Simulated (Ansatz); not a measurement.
Reaction (atomization): `[SiH2][CH2][GeH3]`• → C• + Ge• + 7 H• + Si•

Program: Ansatz. Geometries: PBE0-D4/def2-TZVP. ΔE: electronic, gas phase. CBS: MP2 limit from def2 TZ/QZ plus the TZ coupled-cluster correction, frozen cores. This one scheme is used for every species, atoms too. Functionals use def2-TZVPP. Open shells (•) are unrestricted, without spin–orbit coupling. Spin–orbit coupling would lower the free atoms: a little for C, Si; clearly for Ge. For Ge outer-core shells are correlated without core-valence functions, so the limit isn't a true one: a few kJ/mol of doubt a bond, and 10 to 20 or more in all where bonds break to atoms. Scalar relativity is left out up to krypton.

`[SiH2][CH2][GeH3]`•:

Z-matrix (Å, degrees):
```
C
Ge 1 1.967
Si 1 1.868 2 112.7
H 1 1.093 2 108.1 3 121.9
H 1 1.093 2 108.1 3 -121.9
H 2 1.538 1 109.6 3 -59.7
H 2 1.541 1 110.3 3 -179.8
H 2 1.538 1 109.6 3 60.1
H 3 1.491 1 111.1 2 61.1
H 3 1.491 1 111.1 2 -60.8
```

CCSD(T)/CBS gives +2991.5 kJ/mol.

(1) Another level gave +2980.7 kJ/mol. Which?
A. r2SCAN0-D4/def2-TZVPP
B. PBE-QIDH/def2-TZVPP
C. ωB97M-V/def2-TZVPP
D. ωB97X-V/def2-TZVPP

Largest T1 diagnostic among the species: 0.013.

## Answers

(1) A. r2SCAN0-D4 2980.7, ωB97X-V 3002.0, ωB97M-V 2972.5, PBE-QIDH 2964.3 kJ/mol.

From BLYP to BHLYP (50 % exact exchange), in def2-TZVPP and without D4, ΔE moves by +19.0 kJ/mol. At CCSD(T), def2-SVP lies −170.7 kJ/mol from the extrapolated value and def2-TZVPP −56.8 kJ/mol: correlation converges slowly with the basis, and small sets miss more of it in the bonded molecule than in its fragments.

For atomizations the MP2-based limit and the directly extrapolated one differ by several kJ/mol either way, and by 10 to 25 for some Ge, Se and Sn compounds, so smaller differences from it don't rank the levels.
